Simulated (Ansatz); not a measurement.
Reaction (substitution at a C–S bond): `C=C(S)Cl` + `BS` → `BSC(=C)Cl` + H₂S

Calculated with Ansatz (gas phase, PBE0-D4/def2-TZVP geometries, no zero-point term in ΔE). CCSD(T)/CBS adds triple-zeta CCSD(T) − MP2 to the extrapolated MP2 energy (def2 sets, frozen cores). This one scheme is used for every species. DFT in def2-TZVPP. Each species was taken in one conformer, which may not be the lowest.

`C=C(S)Cl`:

Cartesian coordinates in Å:
```
C -0.718 -0.549 0.715
C 0.065 0.246 0.000
S 0.346 -0.003 -1.711
Cl 0.774 1.662 0.698
H -1.117 -1.454 0.275
H -0.977 -0.307 1.737
H 1.626 0.405 -1.714
```

`BS`:

Cartesian coordinates in Å:
```
B 0.533 0.070 -0.218
S -0.728 0.302 0.995
H 1.580 0.586 0.018
H 0.335 -0.565 -1.205
H -1.720 -0.393 0.410
```

`BSC(=C)Cl`:

```xyz
9

B    -1.683   -1.101   -0.749
S    -0.680   -0.678    0.626
C     0.597    0.435    0.121
C     1.473    0.861    1.022
Cl    0.688    0.950   -1.514
H    -2.563   -1.852   -0.464
H    -1.502   -0.682   -1.844
H     1.401    0.525    2.049
H     2.268    1.543    0.753
```

H₂S:

Cartesian coordinates in Å:
```
S -0.335 -0.056 -0.518
H 0.500 -0.873 0.140
H -0.165 0.928 0.378
```

```csv
level,ΔE (kcal/mol),difference from CCSD(T)/CBS
PBE-D4,-0.5,-0.3
revPBE-D4,-0.5,-0.3
r2SCAN-D4,-0.2,0.0
revPBE,0.8,1.0
BHLYP,1.0,1.2
CAM-B3LYP,0.8,1.0
LC-ωPBE,0.8,1.0
HF/def2-SVP,1.8,2.0
CCSD(T)/def2-TZVPP,-0.1,0.1
SCS-MP2/def2-QZVPP,0.1,0.3
CCSD(T)/CBS,-0.2,0
```

Largest T1 diagnostic among the species: 0.015.

The D4 term adds −1.0 kcal/mol with B3LYP and −0.6 kcal/mol with PBE0; it sums over pairs of atoms, weighted by their polarisabilities, and B3LYP, whose exchange is more repulsive, gets the larger term. In def2-TZVPP, CCSD(T) changes the Hartree–Fock value by −2.1 kcal/mol (the triples alone add −0.4 kcal/mol) and MP2 by −2.4 kcal/mol. Leaving LDA and LC-ωPBE aside and taking each functional with its dispersion term where it has one, the values, not all of them listed here, spread over 1.0 kcal/mol, from revPBE-D4 to ωB97X-V. LDA lies −1.4 kcal/mol from PBE without D4.

B3LYP here is the variant with VWN-RPA as its local correlation; programs differ in this.
